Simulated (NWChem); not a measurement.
Molecule: C4H12Si; SMILES [Si](C)(C)(C)C

Computed with NWChem. Pople sets run with spherical d functions. Structure relaxed at the PBE0/def2-SVP level.

Q: Taking B3LYP/def2-TZVP as the yardstick, which of these has the fewest basis functions while keeping “highest occupied level (eV)” within 0.1 eV of it: B3LYP/def2-SVP; B3LYP/6-311++G**; B3LYP/6-31+G*; B3LYP/3-21G; B3LYP/6-31G*; B3LYP/def2-SVPD; B3LYP/STO-3G?

A: B3LYP/6-31+G*.
| level | basis functions | highest occupied level (eV) |
|---|---|---|
| B3LYP/STO-3G | 41 | -6.58 |
| B3LYP/3-21G | 73 | -7.94 |
| B3LYP/6-31G* | 98 | -7.85 |
| B3LYP/6-31+G* | 118 | -8.07 |
| B3LYP/def2-SVP | 134 | -8.04 |
| B3LYP/def2-SVPD | 200 | -8.14 |
| B3LYP/6-311++G** | 202 | -8.14 |
| B3LYP/def2-TZVP | 233 | -8.11 |

The yardstick is one finite set, not the basis-set limit.
